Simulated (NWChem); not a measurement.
## Spin states of CNO

```xyz
3

O      0.0000     0.0000     1.1395
C      0.0000     0.0000    -0.0409
N      0.0000     0.0000    -1.2673
```
Charge 0, spin multiplicity 2.

Program: NWChem. Structure: optimised with UB3LYP/def2-SVP, a minimum by its harmonic frequencies.

Basis set: def2-TZVP. The gap is E(quartet) − E(doublet) at the geometry of the doublet, so a negative value puts the higher spin lower. Open shells are unrestricted. The quartet is the single determinant that the SCF runs reached, with unpaired electrons in orbitals of symmetry b1 and b2 and b2 (C2v labels); it need not be the lowest quartet, which in molecules with degenerate π orbitals can need several determinants.

The correlated methods keep 3 core orbitals frozen. B3LYP has NWChem's definition, with VWN1-RPA local correlation. The structure started from a generated list of species. The unpaired electrons of the parent sit in orbitals of symmetry b2 (C2v labels of the run); other states weren't searched. The stability of the SCF solutions was not checked. Open-shell Hartree-Fock references start from PBE0 orbitals.

Question: Order these methods by the vertical doublet-quartet gap they give, lowest first: LDA (SVWN5), B3LYP, MP2, PBE.

Answer: B3LYP (150.1 kcal/mol), PBE (151.7 kcal/mol), LDA (SVWN5) (154.6 kcal/mol), MP2 (161.5 kcal/mol)
